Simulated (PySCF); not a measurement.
Compound: C4H10F2Si.
Geometry (GFN2-xTB, Å), atoms numbered from 1 in this order:
```
atom  x, y, z in Å
C1    -2.6157    0.6444   -0.2544
C2    -1.4995    0.0793    0.6103
F3    -1.7720   -1.2609    0.8590
C4    -0.1256    0.1835   -0.0334
Si5    1.2199   -0.6848    0.9994
C6     2.9013   -0.2940    0.1588
F7     3.0647    1.0746    0.0473
H8    -3.5782    0.4864    0.2260
H9    -2.6244    0.1501   -1.2231
H10   -2.4625    1.7096   -0.4003
H11   -1.4992    0.5567    1.5986
H12    0.1124    1.2399   -0.1635
H13   -0.1764   -0.2586   -1.0309
H14    1.0668   -2.1392    1.0047
H15    1.2474   -0.1231    2.3539
H16    3.7500   -0.6568    0.7413
H17    2.9840   -0.6953   -0.8540
```

Level of theory: TDDFT PBE0/def2-SVPD, vertical, gas phase, core orbitals frozen in the response in PySCF 2.14.0, density-fitted response routines.

Ground-to-excited transition dipoles (e·a0, same axes as the geometry; the sign carries no meaning), for the states with f of 0.002 or more among the lowest 7:

```tsv
state	E (eV)	μx	μy	μz
S1	7.691	-0.404	0.175	0.040
S2	7.868	0.281	0.050	-0.215
S3	8.127	-0.205	0.101	-0.154
S4	8.277	-0.419	0.263	-0.040
S5	8.365	-0.286	0.093	-0.153
S6	8.641	-0.581	0.057	0.014
S7	8.761	-0.288	-0.043	-0.024
```

Problem. Work out the oscillator strengths.

Solution. f = (2/3) ΔE |μ|² with ΔE in hartree (27.2114 eV).

```csv
state,|μ|² (au),|μ| (D),f
S1,0.196,1.12,0.037
S2,0.128,0.91,0.025
S3,0.076,0.70,0.015
S4,0.246,1.26,0.050
S5,0.114,0.86,0.023
S6,0.341,1.48,0.072
S7,0.085,0.74,0.018
```

Problem. What angle do the transition dipoles of S2 and S6 make?

Solution. |cos θ| = |μa·μb| / (|μa| |μb|) = 0.78, so θ ≈ 38° (taken between 0 and 90°, since the signs are arbitrary).

Problem. How is the summed strength of these states shared among x, y and z?

Solution. (2/3) Σ ΔE μα² gives 0.196 for x, 0.025 for y and 0.019 for z, 0.240 in all.

Problem. What peak molar absorption coefficient would the strongest computed level give as a lone Gaussian band 0.5 eV wide at half height?

Solution. ε(max) = 2.175×10⁸ f / FWHM, with the width in cm⁻¹. S6: 2.175×10⁸ × 0.0722 / 4033 ≈ 3900 L mol⁻¹ cm⁻¹.

One conformer stands for the species.

Without π bonds the low states may be Rydberg-like; a valence basis with one diffuse set may place them up to an eV too high.
